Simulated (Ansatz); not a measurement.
A short molecular-dynamics run on AsH₃.

```yaml
crystal:
  periodic: [false, false, false]
  atoms:
    - {symbol: As, position_ang: [-0.005381, 0.005339, 0.651963]}
    - {symbol: H, position_ang: [1.267301, -0.030291, -0.206682]}
    - {symbol: H, position_ang: [-0.606184, 1.108496, -0.231422]}
    - {symbol: H, position_ang: [-0.655736, -1.083554, -0.213859]}
basis:
  gaussian: {orbitals: "6-31G*"}
hamiltonian: {xc: {name: PBE}}
md: {timestep: 2 fs, n_steps: 30, ensemble: nve, temperature: 500, initial_velocities: maxwell_boltzmann, seed: 806}
scf: {omitted_lower_state_checks: [starts]}
```

```sh
$ ansatz run in.yaml --threads 2 --pin off --events-out ev --progress --plain --max-ram 4352MiB
```

```
step  time (fs)  potential energy (eV)  kinetic (eV)  T (K)  conserved (eV)
   0        0.0            -60872.6646        0.1293    500     -60872.5354
   1        2.0            -60872.5891        0.0665    257     -60872.5226
   2        4.0            -60872.5384        0.0235     91     -60872.5149
   3        6.0            -60872.6118        0.0827    320     -60872.5292
   4        8.0            -60872.6229        0.0936    362     -60872.5293
   5       10.0            -60872.5511        0.0307    119     -60872.5205
   6       12.0            -60872.5292        0.0140     54     -60872.5153
   7       14.0            -60872.6201        0.0920    356     -60872.5281
   8       16.0            -60872.6498        0.1158    448     -60872.5340
   9       18.0            -60872.5557        0.0397    154     -60872.5159
  10       20.0            -60872.5674        0.0471    182     -60872.5203
  11       22.0            -60872.6412        0.1094    423     -60872.5318
  12       24.0            -60872.6071        0.0800    310     -60872.5270
  13       26.0            -60872.5269        0.0107     41     -60872.5162
  14       28.0            -60872.5543        0.0354    137     -60872.5189
  15       30.0            -60872.6446        0.1108    429     -60872.5339
  16       32.0            -60872.6031        0.0759    294     -60872.5271
  17       34.0            -60872.5340        0.0214     83     -60872.5126
  18       36.0            -60872.6130        0.0847    328     -60872.5284
  19       38.0            -60872.6486        0.1175    454     -60872.5311
  20       40.0            -60872.5757        0.0536    207     -60872.5221
  21       42.0            -60872.5266        0.0116     45     -60872.5150
  22       44.0            -60872.5952        0.0701    271     -60872.5251
  23       46.0            -60872.6416        0.1073    415     -60872.5343
  24       48.0            -60872.5550        0.0361    140     -60872.5189
  25       50.0            -60872.5426        0.0261    101     -60872.5165
  26       52.0            -60872.6381        0.1064    411     -60872.5317
  27       54.0            -60872.6338        0.1048    405     -60872.5290
  28       56.0            -60872.5519        0.0337    130     -60872.5182
  29       58.0            -60872.5491        0.0321    124     -60872.5169
  30       60.0            -60872.6357        0.1045    404     -60872.5312
```

Velocities are drawn at the set temperature; a run this short doesn't reach equilibrium. The conserved energy moves by 0.02 eV, a sign that the time step is too long.

The 6-31G sets use Cartesian d functions.

Frames (Å, forces in eV/Å):

```xyz
4
time=0.0 fs
As   -0.005    0.005    0.652   -0.002    0.002    0.222
H     1.267   -0.030   -0.207    0.080   -0.002   -0.073
H    -0.606    1.108   -0.231   -0.037    0.068   -0.075
H    -0.656   -1.084   -0.214   -0.040   -0.068   -0.074
4
time=2.0 fs
As   -0.006    0.006    0.653    0.875   -1.377    0.158
H     1.295   -0.018   -0.249   -0.483   -0.047    0.382
H    -0.568    1.047   -0.215   -0.624    1.122   -0.835
H    -0.674   -1.098   -0.247    0.232    0.302    0.295
4
time=4.0 fs
As   -0.006    0.006    0.654    1.076   -1.664   -0.138
H     1.304   -0.008   -0.276   -0.690   -0.090    0.596
H    -0.553    1.028   -0.231   -0.738    1.314   -0.932
H    -0.684   -1.100   -0.270    0.353    0.440    0.474
4
time=6.0 fs
As   -0.006    0.006    0.654    0.514   -0.640   -0.832
H     1.286   -0.001   -0.281   -0.530   -0.117    0.538
H    -0.567    1.060   -0.282   -0.279    0.439   -0.128
H    -0.680   -1.085   -0.274    0.294    0.319    0.421
4
time=8.0 fs
As   -0.005    0.005    0.655   -0.214    0.565   -1.025
H     1.248    0.002   -0.265   -0.029   -0.121    0.219
H    -0.591    1.109   -0.339    0.171   -0.414    0.649
H    -0.665   -1.059   -0.262    0.073   -0.030    0.157
4
time=10.0 fs
As   -0.005    0.004    0.655   -0.814    1.389   -0.558
H     1.209    0.000   -0.240    0.647   -0.106   -0.247
H    -0.609    1.141   -0.370    0.387   -0.816    1.005
H    -0.647   -1.033   -0.244   -0.220   -0.468   -0.200
4
time=12.0 fs
As   -0.005    0.004    0.654   -1.016    1.573   -0.113
H     1.195   -0.007   -0.226    0.986   -0.087   -0.490
H    -0.612    1.143   -0.363    0.395   -0.814    0.976
H    -0.637   -1.026   -0.233   -0.365   -0.672   -0.373
4
time=14.0 fs
As   -0.005    0.005    0.654   -0.568    0.889   -0.122
H     1.219   -0.016   -0.229    0.604   -0.065   -0.248
H    -0.600    1.113   -0.319    0.187   -0.396    0.559
H    -0.642   -1.044   -0.237   -0.223   -0.427   -0.189
4
time=16.0 fs
As   -0.006    0.006    0.653    0.325   -0.509   -0.068
H     1.265   -0.028   -0.243   -0.108   -0.023    0.187
H    -0.581    1.068   -0.253   -0.269    0.485   -0.272
H    -0.655   -1.078   -0.249    0.052    0.047    0.153
4
time=18.0 fs
As   -0.006    0.007    0.653    1.092   -1.784    0.217
H     1.308   -0.041   -0.249   -0.629    0.038    0.457
H    -0.572    1.042   -0.197   -0.708    1.325   -1.056
H    -0.666   -1.111   -0.254    0.246    0.422    0.382
4
time=20.0 fs
As   -0.006    0.007    0.652    1.025   -1.648    0.038
H     1.326   -0.053   -0.238   -0.778    0.093    0.464
H    -0.590    1.067   -0.182   -0.525    1.012   -0.891
H    -0.667   -1.127   -0.245    0.278    0.543    0.390
4
time=22.0 fs
As   -0.006    0.006    0.652    0.297   -0.420   -0.262
H     1.315   -0.060   -0.209   -0.522    0.121    0.218
H    -0.628    1.130   -0.202    0.081   -0.073   -0.134
H    -0.658   -1.123   -0.220    0.145    0.372    0.178
4
time=24.0 fs
As   -0.005    0.005    0.651   -0.498    0.785    0.013
H     1.284   -0.064   -0.171    0.090    0.117   -0.226
H    -0.664    1.190   -0.226    0.524   -0.866    0.399
H    -0.643   -1.105   -0.189   -0.116   -0.036   -0.185
4
time=26.0 fs
As   -0.005    0.004    0.650   -1.048    1.487    0.586
H     1.256   -0.063   -0.143    0.725    0.094   -0.650
H    -0.679    1.217   -0.235    0.679   -1.146    0.573
H    -0.633   -1.088   -0.165   -0.356   -0.435   -0.509
4
time=28.0 fs
As   -0.005    0.005    0.650   -0.975    1.333    0.768
H     1.256   -0.058   -0.139    0.757    0.077   -0.676
H    -0.668    1.201   -0.222    0.569   -0.959    0.437
H    -0.637   -1.087   -0.161   -0.352   -0.451   -0.528
4
time=30.0 fs
As   -0.005    0.005    0.650   -0.214    0.248    0.574
H     1.285   -0.050   -0.161    0.143    0.066   -0.283
H    -0.635    1.147   -0.192    0.164   -0.245   -0.057
H    -0.654   -1.104   -0.176   -0.094   -0.069   -0.234
4
time=32.0 fs
As   -0.006    0.006    0.651    0.765   -1.259    0.578
H     1.319   -0.040   -0.194   -0.495    0.040    0.156
H    -0.596    1.085   -0.165   -0.463    0.874   -0.843
H    -0.674   -1.123   -0.201    0.192    0.345    0.109
4
time=34.0 fs
As   -0.006    0.007    0.651    1.190   -1.907    0.476
H     1.335   -0.028   -0.221   -0.783   -0.004    0.399
H    -0.575    1.056   -0.169   -0.751    1.379   -1.178
H    -0.687   -1.130   -0.222    0.344    0.531    0.302
4
time=36.0 fs
As   -0.006    0.006    0.652    0.692   -0.972   -0.200
H     1.320   -0.017   -0.232   -0.673   -0.053    0.396
H    -0.583    1.079   -0.219   -0.339    0.591   -0.484
H    -0.687   -1.115   -0.231    0.320    0.435    0.288
4
time=38.0 fs
As   -0.005    0.005    0.653   -0.098    0.378   -0.634
H     1.280   -0.007   -0.229   -0.199   -0.091    0.153
H    -0.603    1.125   -0.288    0.168   -0.380    0.399
H    -0.675   -1.085   -0.228    0.130    0.092    0.082
4
time=40.0 fs
As   -0.005    0.004    0.654   -0.754    1.329   -0.435
H     1.232   -0.001   -0.219    0.487   -0.106   -0.244
H    -0.617    1.157   -0.341    0.415   -0.864    0.898
H    -0.658   -1.050   -0.223   -0.148   -0.359   -0.219
4
time=42.0 fs
As   -0.005    0.004    0.654   -1.030    1.623   -0.147
H     1.203    0.001   -0.219    0.920   -0.106   -0.484
H    -0.615    1.155   -0.360    0.427   -0.897    1.006
H    -0.646   -1.030   -0.226   -0.317   -0.620   -0.376
4
time=44.0 fs
As   -0.005    0.004    0.654   -0.685    1.090   -0.269
H     1.208   -0.001   -0.238    0.679   -0.106   -0.268
H    -0.597    1.120   -0.340    0.226   -0.516    0.735
H    -0.647   -1.033   -0.244   -0.221   -0.468   -0.199
4
time=46.0 fs
As   -0.006    0.005    0.654    0.134   -0.165   -0.382
H     1.240   -0.007   -0.267    0.055   -0.094    0.198
H    -0.570    1.064   -0.292   -0.215    0.331    0.018
H    -0.656   -1.054   -0.269    0.026   -0.072    0.167
4
time=48.0 fs
As   -0.006    0.006    0.654    0.955   -1.519   -0.129
H     1.274   -0.016   -0.288   -0.447   -0.057    0.541
H    -0.552    1.021   -0.244   -0.726    1.311   -0.861
H    -0.664   -1.078   -0.288    0.218    0.265    0.449
4
time=50.0 fs
As   -0.006    0.006    0.654    1.076   -1.697   -0.224
H     1.291   -0.028   -0.288   -0.630   -0.002    0.620
H    -0.561    1.028   -0.228   -0.706    1.302   -0.912
H    -0.663   -1.092   -0.289    0.261    0.397    0.516
4
time=52.0 fs
As   -0.006    0.006    0.654    0.441   -0.600   -0.645
H     1.284   -0.040   -0.265   -0.456    0.051    0.427
H    -0.597    1.086   -0.247   -0.128    0.267   -0.133
H    -0.653   -1.090   -0.271    0.144    0.282    0.351
4
time=54.0 fs
As   -0.005    0.005    0.653   -0.344    0.615   -0.511
H     1.260   -0.050   -0.225    0.057    0.084    0.002
H    -0.638    1.153   -0.272    0.387   -0.648    0.503
H    -0.637   -1.078   -0.240   -0.099   -0.051    0.006
4
time=56.0 fs
As   -0.005    0.004    0.652   -0.947    1.387    0.090
H     1.237   -0.057   -0.186    0.664    0.092   -0.468
H    -0.665    1.196   -0.277    0.627   -1.064    0.727
H    -0.625   -1.068   -0.208   -0.343   -0.415   -0.349
4
time=58.0 fs
As   -0.005    0.004    0.651   -1.032    1.405    0.450
H     1.240   -0.060   -0.164    0.800    0.092   -0.612
H    -0.667    1.198   -0.255    0.611   -1.025    0.610
H    -0.626   -1.073   -0.189   -0.379   -0.472   -0.448
4
time=60.0 fs
As   -0.005    0.005    0.651   -0.423    0.516    0.421
H     1.274   -0.060   -0.166    0.269    0.099   -0.325
H    -0.646    1.160   -0.209    0.313   -0.485    0.141
H    -0.642   -1.097   -0.188   -0.159   -0.130   -0.237
```

Hardware: 2 threads of Intel Xeon 6975P-C on a shared host. Wall time 9.5 s.
